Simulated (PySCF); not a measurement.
Spectroscopic constants of BBr, closed-shell singlet (the spin of the measured ground state). No spin–orbit coupling. Br is treated without relativity.

Seven points along R, fitted to fifth degree in 1/R; most abundant isotopes. In def2 and cc sets the state is the lowest found near the PBE0 minimum, followed along R. The singlet is held restricted.

Rows in 3-21G carry no dispersion term and start afresh at each structure; the Pople sets are all-electron and without relativity.

Programs: PySCF for 3-21G rows. Each number belongs to the level named beside it.

Energies at HF/3-21G:

| R (Å) | E (hartree) |
|---|---|
| 1.761521 | -2584.50060150 |
| 1.808874 | -2584.50682606 |
| 1.852439 | -2584.51074115 |
| 1.901686 | -2584.51350994 |
| 1.950932 | -2584.51488171 |
| 2.007756 | -2584.51509930 |
| 2.074049 | -2584.51390762 |

### Question
With a reduced mass of 9.6615 u, find the minimum, the force constant and the constants.

### Answer
A fifth-degree polynomial in 1/R puts the minimum at r_e = 1.9885 Å with force constant 168 N/m. Then ω_e = (1/2πc)√(k/μ) = 544 cm⁻¹ and B_e = h/(8π²cμr_e²) = 0.4413 cm⁻¹; the cubic and quartic terms give α_e = 0.0039 and ω_e x_e = 0.94 cm⁻¹.
